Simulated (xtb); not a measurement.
GeSe, singlet, from a rough starting geometry; GFN2-xTB in xtb 6.7.1.

The xtb input:
```
$ xtb mol.xyz --gfn 2 --opt vtight --json

# file mol.xyz
2

Ge     0.04032879    -0.06150217    -1.06583102
Se    -0.06900646     0.03254326     1.09876310
```

It wrote (shortened):

```
   ID    Z sym.   atoms
    1   32 Ge     1
    2   34 Se     2

           -------------------------------------------------
          |                Calculation Setup                |
           -------------------------------------------------

           -------------------------------------------------
          |                 G F N 2 - x T B                 |
           -------------------------------------------------

          ...................................................
          :                      SETUP                      :
          :.................................................:
          :  # basis functions                  20          :
          :  # atomic orbitals                  18          :
          :  # shells                            6          :
          :  # electrons                        10          :
          :  max. iterations                   250          :
          :  Hamiltonian                  GFN2-xTB          :
          :  restarted?                      false          :
          :  GBSA solvation                  false          :
          :  PC potential                    false          :
          :  electronic temp.          300.0000000     K    :
          :  accuracy                    1.0000000          :
          :  -> integral cutoff          0.2500000E+02      :
          :  -> integral neglect         0.1000000E-07      :
          :  -> SCF convergence          0.1000000E-05 Eh   :
          :  -> wf. convergence          0.1000000E-03 e    :
          :  Broyden damping             0.4000000          :
          :  net charge                          0          :
          :  unpaired electrons                  0          :
          ...................................................

 iter      E             dE          RMSdq      gap      omega  full diag
   1     -4.9476057 -0.494761E+01  0.318E+01    2.16       0.0  T
   2     -4.8856701  0.619356E-01  0.191E+01    4.42       1.0  T
   3     -5.1149572 -0.229287E+00  0.230E+01    2.33       1.0  T
   4     -4.9928474  0.122110E+00  0.169E+01    2.14       1.0  T
   5     -5.1540370 -0.161190E+00  0.697E+00    3.11       1.0  T
   6     -5.1589103 -0.487335E-02  0.628E+00    3.05       1.0  T
   7     -5.1719828 -0.130725E-01  0.331E+00    2.82       1.0  T
   8     -5.1736920 -0.170914E-02  0.116E+00    2.75       1.0  T
   9     -5.1739610 -0.269057E-03  0.770E-02    2.71       1.0  T
  10     -5.1739605  0.514460E-06  0.559E-02    2.71       1.3  T
  11     -5.1739612 -0.675411E-06  0.450E-02    2.71       1.6  T
  12     -5.1739617 -0.498965E-06  0.183E-02    2.71       3.9  T
  13     -5.1739618 -0.833008E-07  0.129E-03    2.71      54.9  T
  14     -5.1739618 -0.561532E-09  0.226E-04    2.71     313.3  T
  15     -5.1739618 -0.117595E-11  0.119E-05    2.71    5948.8  T

   *** convergence criteria satisfied after 15 iterations ***

         :::::::::::::::::::::::::::::::::::::::::::::::::::::
         ::                     SUMMARY                     ::
         :::::::::::::::::::::::::::::::::::::::::::::::::::::
         :: total energy              -5.163270498939 Eh    ::
         :: gradient norm              0.010443194950 Eh/a0 ::
         :: HOMO-LUMO gap              2.708608394808 eV    ::
         ::.................................................::
         :: SCC energy                -5.173961759076 Eh    ::
         :: -> isotropic ES           -0.007682700397 Eh    ::
         :: -> anisotropic ES          0.003201064136 Eh    ::
         :: -> anisotropic XC         -0.000745364973 Eh    ::
         :: -> dispersion             -0.001023214994 Eh    ::
         :: repulsion energy           0.010691260137 Eh    ::
         :: add. restraining           0.000000000000 Eh    ::
         :: total charge              -0.000000000000 e     ::
         :::::::::::::::::::::::::::::::::::::::::::::::::::::

[...]
 * total energy  :    -5.1632705 Eh     change       -0.2042810E-13 Eh
 * total energy  :    -5.1630886 Eh     change        0.1818621E-03 Eh
 * total energy  :    -5.1633878 Eh     change       -0.2991556E-03 Eh
 * total energy  :    -5.1633883 Eh     change       -0.4938107E-06 Eh
 * total energy  :    -5.1633884 Eh     change       -0.9103719E-07 Eh
   *** GEOMETRY OPTIMIZATION CONVERGED AFTER 5 ITERATIONS ***
         :: total energy              -5.163388377209 Eh    ::
[...]
         :: -> anisotropic ES          0.003093036488 Eh    ::
         :: -> anisotropic XC         -0.000775781493 Eh    ::
         :: -> dispersion             -0.001023299446 Eh    ::
         :: repulsion energy           0.012109253639 Eh    ::
         :: add. restraining           0.000000000000 Eh    ::
         :: total charge              -0.000000000000 e     ::
         :::::::::::::::::::::::::::::::::::::::::::::::::::::

           -------------------------------------------------
          |                Property Printout                |
           -------------------------------------------------

    * Orbital Energies and Occupations

         #    Occupation            Energy/Eh            Energy/eV
      -------------------------------------------------------------
         1        2.0000           -0.7244909             -19.7144
         2        2.0000           -0.6402972             -17.4234
         3        2.0000           -0.3956891             -10.7672
         4        2.0000           -0.3880476             -10.5593
         5        2.0000           -0.3880476             -10.5593 (HOMO)
         6                         -0.2860424              -7.7836 (LUMO)
         7                         -0.2860424              -7.7836
         8                         -0.1381659              -3.7597
         9                         -0.0670240              -1.8238
        10                         -0.0670240              -1.8238
        11                          0.0147149               0.4004
        12                          0.0147149               0.4004
        13                          0.0382876               1.0419
        14                          0.0382876               1.0419
        15                          0.1375464               3.7428
        16                          0.2744351               7.4678
       ...                                ...                  ...
        18                          1.3562835              36.9064
      -------------------------------------------------------------
                  HL-Gap            0.1020051 Eh            2.7757 eV
             Fermi-level           -0.3370450 Eh           -9.1715 eV

     #   Z          covCN         q      C6AA      α(0)
     1  32 Ge       0.901     0.309   279.154    35.735
     2  34 Se       0.901    -0.309   236.885    26.974

 Mol. C6AA /au·bohr⁶  :       1021.928003
 Mol. C8AA /au·bohr⁸  :      83518.685047
 Mol. α(0) /au        :         62.708856

Wiberg/Mayer (AO) data.
largest (>0.10) Wiberg bond orders for each atom

 ---------------------------------------------------------------------------
     #   Z sym  total        # sym  WBO       # sym  WBO       # sym  WBO
 ---------------------------------------------------------------------------
     1  32 Ge   2.420 --     2 Se   2.420
     2  34 Se   2.420 --     1 Ge   2.420
 ---------------------------------------------------------------------------

Topologies differ in total number of bonds
Writing topology from bond orders to xtbtopo.mol

molecular dipole:
                 x           y           z       tot (Debye)
 q only:        0.063      -0.055      -1.256
   full:        0.110      -0.095      -2.181       5.556
molecular quadrupole (traceless):
                xx          xy          yy          xz          yz          zz
 q only:        0.034      -0.000       0.044       0.054       0.049      -0.078
  q+dip:       -0.335      -0.003      -0.319       0.034       0.137       0.654
   full:        1.488       0.009       1.508       0.311      -0.102      -2.996

optimized geometry written to: xtbopt.xyz

           -------------------------------------------------
          | TOTAL ENERGY               -5.163388377209 Eh   |
          | GRADIENT NORM               0.000001053446 Eh/α |
          | HOMO-LUMO GAP               2.775701263590 eV   |
           -------------------------------------------------
```
